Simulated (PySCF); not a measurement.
C5H11BO2, SMILES C=CB(OC)OCC (GFN2-xTB optimised geometry):

```
19

B     -0.241     0.301     0.000
C     -1.150    -1.005     0.044
C     -1.215    -1.949    -0.883
H     -1.795    -1.109     0.912
H     -1.871    -2.804    -0.803
H     -0.619    -1.904    -1.781
O     -0.780     1.549     0.000
C     -2.164     1.788     0.017
H     -2.553     1.705     1.037
H     -2.326     2.804    -0.343
H     -2.705     1.084    -0.622
O      1.110     0.301     0.000
C      1.925    -0.846    -0.037
C      2.565    -1.007    -1.412
H      2.705    -0.706     0.721
H      1.344    -1.743     0.214
H      3.128    -0.113    -1.665
H      3.235    -1.863    -1.412
H      1.798    -1.156    -2.167
```

Calculation: CAM-B3LYP/def2-SVP in PySCF.

### Question
What are the frontier orbital energies and the dipole moment?

### Answer
HOMO-2 -9.57 eV, HOMO-1 -9.22 eV, HOMO -9.17 eV, LUMO 1.12 eV, LUMO+1 2.59 eV; dipole moment 1.96 D.

Meta-Löwdin charges at CAM-B3LYP/def2-SVP: B1 0.40, C2 -0.22, C3 -0.20, H4 0.10, H5 0.10, H6 0.09, O7 -0.38, C8 -0.06, H9 0.09, H10 0.11, H11 0.09, O12 -0.37, C13 0.06, C14 -0.29, H15 0.09, H16 0.09, H17 0.10, H18 0.10, H19 0.09.
